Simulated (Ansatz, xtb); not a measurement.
## C6H6OSe: 7 structures ranked

7 gas-phase structures of C6H6OSe, from a drawn sample of its isomers (lower ones may exist). Each was relaxed with GFN2-xTB; where two conformers were screened, the lower at r2SCAN-D4/def2-SVP is listed:

A. `CC(=O)c1ccc[se]1`, a singlet
B. `C=Cc1ccc([SeH])o1`, a singlet
C. `C=COc1ccc[se]1`, a singlet
D. `Oc1cccc([SeH])c1`, a singlet
E. `C=C[Se]c1ccco1`, a singlet
F. `CC(=O)c1cc[se]c1`, a singlet
G. `C=Cc1c[se]c(O)c1`, a singlet

Make a reasoned guess at their ranking by r2SCAN-D4/def2-SVP single-point energy.

Calculated order at r2SCAN-D4/def2-SVP: D (0.0), A (5.1), F (7.9), B (29.4), G (30.8), E (38.9), C (38.9) kcal/mol. Less than 1 kcal/mol parts E and C, so the order within that pair means little.

Energies above the lowest of each column, in kcal/mol; the last columns are at B3LYP/def2-SVP geometries and were run for some of them only (a dash: not run or not comparable):

| structure | GFN2-xTB | HF/STO-3G | r2SCAN-D4/def2-SVP | B3LYP/def2-SVP | CCSD(T)/def2-SVP + ΔMP2/def2-TZVPP |
| --- | --- | --- | --- | --- | --- |
| D | 0.0 | 0.0 | 0.0 | 0.0 | 0.0 |
| A | 11.4 | 9.1 | 5.1 | 6.1 | 2.6 |
| F | 14.1 | 7.5 | 7.9 | 8.6 | 4.6 |
| B | 16.6 | 21.4 | 29.4 | – | – |
| G | 27.4 | 31.6 | 30.8 | – | – |
| E | 26.9 | 24.4 | 38.9 | – | – |
| C | 27.7 | 31.7 | 38.9 | – | – |

Every level run on D puts it lowest or level with the lowest. Flexible structures stand in one conformer each, not always the lowest. Frequencies (GFN2-xTB) were run for A, D, F alone. ΔMP2 is the change of the MP2 energy from the smaller to the larger basis.

Over these structures GFN2-xTB departs from r2SCAN-D4/def2-SVP by 7.0 kcal/mol on average once a common shift is removed. A GFN2-xTB relaxation took about 0.26 s and the r2SCAN-D4/def2-SVP energy about 2.9 s on a shared host (Ansatz 0.2.0, xtb 6.7.1).
